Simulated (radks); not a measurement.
Task: Radial electron density D(r) = 4 pi r^2 rho(r) of an atom or ion with 9 electrons. All-electron calculation, scalar-relativistic Kohn-Sham, r2SCAN, spin-polarised, spherical densities, finite nucleus; meta-GGA in the generalised Kohn-Sham scheme; Fermi nuclear charge, rms radius of each element as measured or else 0.836 A^(1/3) + 0.57 fm. Program: a radial shooting solver on a logarithmic mesh with Libxc functionals.

r (bohr)  D(r) (e/bohr)   spin D(r)
0.002309          1.108   -0.000105
0.002541          1.319   -0.000120
0.00282           1.590   -0.000137
0.003104          1.887   -0.000152
0.003417          2.236   -0.000164
0.003761          2.644   -0.000171
0.00414           3.120   -0.000169
0.004557          3.674   -0.000152
0.005016          4.316   -0.000110
0.005521          5.057  -0.0000306
0.006078          5.907    0.000106
0.006744          6.964    0.000352
0.007423          8.077    0.000711
0.008171          9.331     0.00126
0.008995          10.73     0.00207
0.009901          12.29     0.00327
0.0109            13.99     0.00502
0.012             15.84     0.00753
0.01321           17.82      0.0111
0.01454           19.91      0.0162
0.01613           22.26      0.0240
0.01775           24.45      0.0341
0.01954           26.62      0.0481
0.02151           28.69      0.0673
0.02368           30.58      0.0934
0.02607           32.21       0.129
0.02869           33.50       0.175
0.03158           34.37       0.238
0.03477           34.75       0.319
0.03858           34.58       0.433
0.04246           33.89       0.570
0.04674           32.73       0.741
0.05145           31.20       0.953
0.05664           29.48        1.21
0.06234           27.73        1.51
0.06862           26.20        1.87
0.07554           25.10        2.27
0.08315           24.60        2.71
0.09226           24.88        3.21
0.1016            25.88        3.67
0.1118            27.46        4.10
0.1231            29.37        4.47
0.1355            31.25        4.74
0.1491            32.70        4.87
0.1641            33.32        4.84
0.1807            32.84        4.64
0.1989            31.10        4.27
0.2207            27.87        3.71
0.2429            23.90        3.11
0.2674            19.41        2.46
0.2943            14.84        1.84
0.324             10.62        1.30
0.3566            7.079       0.849
0.3925            4.362       0.515
0.4321            2.466       0.287
0.4756            1.269       0.146
0.5278           0.5502      0.0624
0.5809           0.2260      0.0254
0.6395          0.08197     0.00911
0.7039          0.02594     0.00286
0.7748         0.007067    0.000771

What is the nuclear charge?

Result: Z = 29. The innermost maximum, from 1s, lies near gamma/Z bohr with gamma = sqrt(1 - (Z/c)^2) = 0.977, here 0.0337 bohr (found: 0.0356), and its height grows with Z. The density is that of the copper ion Cu20+ in [He] 2s2 2p5; the configuration itself is not fixed sharply by these data, and Z only to about a unit. D(r) has 2 maxima, at r = 0.0356, 0.165 bohr, and minima at 0.0845 bohr, inside which lie 2.18 electrons.
